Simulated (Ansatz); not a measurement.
CH6AlNSi can be A, `[SiH3][CH]1[NH][AlH]1`, or B, `[SiH3][N]1[CH2][AlH]1`.

Computed with Ansatz on PBE0-D4/def2-TZVP structures; ΔE is electronic, products minus reactants. CCSD(T)/CBS is the MP2 limit (def2-TZVPP, def2-QZVPP) plus CCSD(T) − MP2 in def2-TZVPP, frozen cores. Functionals use def2-TZVPP.

A:

Z-matrix (Å, degrees):
```
Si
C 1 1.853
H 1 1.491 2 111.0
H 1 1.495 2 113.4 3 121.6
H 1 1.495 2 109.4 3 -119.5
N 2 1.522 1 116.7 3 175.0
Al 2 1.926 1 120.3 3 107.8
H 2 1.095 1 114.9 3 -46.8
H 6 1.005 2 120.3 1 62.8
H 7 1.568 2 164.3 1 -76.8
```

B:

Z-matrix (Å, degrees):
```
Si
N 1 1.707
H 1 1.493 2 111.7
H 1 1.493 2 111.6 3 119.4
H 1 1.488 2 109.0 3 -120.3
C 2 1.531 1 123.6 3 -59.8
Al 2 1.743 1 165.7 3 120.1
H 6 1.092 2 114.1 1 -64.4
H 6 1.092 2 114.1 1 64.4
H 7 1.568 2 144.6 1 0.1
```

Question: Which is lower in electronic energy at CCSD(T)/CBS, and by how much? (Estimate.)

Answer: Ansatz gave: B, by 63.6 kJ/mol.

Question: Give E(B) − E(A) in kJ/mol with B2PLYP, HF/def2-TZVPP, BLYP-D4, r2SCAN-D4, PBE-D4, ωB97M-V, MP2/def2-TZVPP. (Estimate.)

Answer: The calculation gave: B2PLYP -67.4, HF/def2-TZVPP -78.4, BLYP-D4 -63.7, r2SCAN-D4 -62.4, PBE-D4 -55.1, ωB97M-V -63.1, MP2/def2-TZVPP -67.7. None reverses the order clearly.

Question: Does the order hold for the free energy at 298.15 K (harmonic terms from PBE0-D4)? (Best estimate.)

Answer: Ansatz gave: Yes: G(B) − G(A) = -62.2 kJ/mol.

Largest T1 diagnostic: 0.014.

From BLYP to BHLYP (50 % exact exchange), in def2-TZVPP and without D4, E(B) − E(A) moves by −7.0 kJ/mol. In def2-TZVPP, CCSD(T) changes the Hartree–Fock value by +12.9 kJ/mol (the triples alone add +1.9 kJ/mol) and MP2 by +10.7 kJ/mol.
